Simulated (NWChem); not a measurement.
System meant: C2H6ClGe, doublet; SMILES [CH3][Ge]([Cl])[CH3]

Input file for NWChem:

```
start job
memory heap 200 mb stack 900 mb global 1100 mb
geometry units angstroms noautoz
  C     -0.578261    -1.041820    -1.632729
  Ge     0.302225    -0.340971     0.000000
  C     -0.578261    -1.041820     1.632729
  Cl    -0.087441     1.836589     0.000000
  H     -0.146345    -0.574804    -2.537507
  H     -0.450315    -2.141024    -1.686419
  H     -1.658933    -0.796461    -1.576588
  H     -1.658933    -0.796461     1.576588
  H     -0.146345    -0.574804     2.537507
  H     -0.450315    -2.141024     1.686419
end
basis spherical
  C library def2-svp
  Ge library def2-svp
  Cl library def2-svp
  H library def2-svp
end
dft
  odft
  mult 2
  xc pbe0
  iterations 4
  mulliken
end
task dft energy
```

End of the output:

```
     --------------------------
     Expectation value of S2:
     --------------------------
      <S2> =      0.7515 (Exact =     0.7500)

 center of mass
 --------------
 x =   0.10068046 y =  -0.07646527 z =   0.00000000

 moments of inertia (a.u.)
 ------------------
         897.705828954849          -0.000000000000          -0.000000000000
          -0.000000000000         387.425399438079           0.000000000000
          -0.000000000000           0.000000000000         658.762012368979

     Multipole analysis of the density
     ---------------------------------

     L   x y z        total         alpha         beta         nuclear
     -   - - -        -----         -----         ----         -------
     0   0 0 0     -0.000000    -34.000000    -33.000000     67.000000

     1   1 0 0     -0.109484     -0.713859      0.604375      0.000000
     1   0 1 0      1.056216      0.221910      0.834306     -0.000000
     1   0 0 1      0.000000      0.000000     -0.000000      0.000000

     2   2 0 0    -32.469475    -41.585642    -35.472748     44.588915
     2   1 1 0     -0.166880      4.745935      5.595297    -10.508112
     2   1 0 1     -0.000000      0.000000     -0.000000     -0.000000
     2   0 2 0    -34.032848   -171.520684   -168.009509    305.497346
     2   0 1 1      0.000000      0.000000      0.000000      0.000000
     2   0 0 2    -31.361545   -116.269025   -113.382326    198.289806

 ------------------------------------------------------------------------
 dft energy failed                                                                                  0
 ------------------------------------------------------------------------
 ------------------------------------------------------------------------
  current input line :
    28: task dft energy
 ------------------------------------------------------------------------
 ------------------------------------------------------------------------
 This type of error is most commonly associated with calculations not reaching convergence criteria
 ------------------------------------------------------------------------
 For more information see the NWChem manual at https://nwchemgit.github.io

0:dft energy failed:Received an Error in Communication
```

### Question
What is wrong, and how is it mended?

### Answer
The run did not converge; its last values are not results. Cause: the SCF was allowed too few iterations. This input runs:
```
start job
memory heap 200 mb stack 900 mb global 1100 mb
geometry units angstroms noautoz
  C     -0.578261    -1.041820    -1.632729
  Ge     0.302225    -0.340971     0.000000
  C     -0.578261    -1.041820     1.632729
  Cl    -0.087441     1.836589     0.000000
  H     -0.146345    -0.574804    -2.537507
  H     -0.450315    -2.141024    -1.686419
  H     -1.658933    -0.796461    -1.576588
  H     -1.658933    -0.796461     1.576588
  H     -0.146345    -0.574804     2.537507
  H     -0.450315    -2.141024     1.686419
end
basis spherical
  * library def2-svp
end
dft
  odft
  mult 2
  xc pbe0
  iterations 150
  mulliken
end
task dft energy
```
It converges to -2616.07270 Ha (PBE0/def2-SVP, spin-unrestricted).
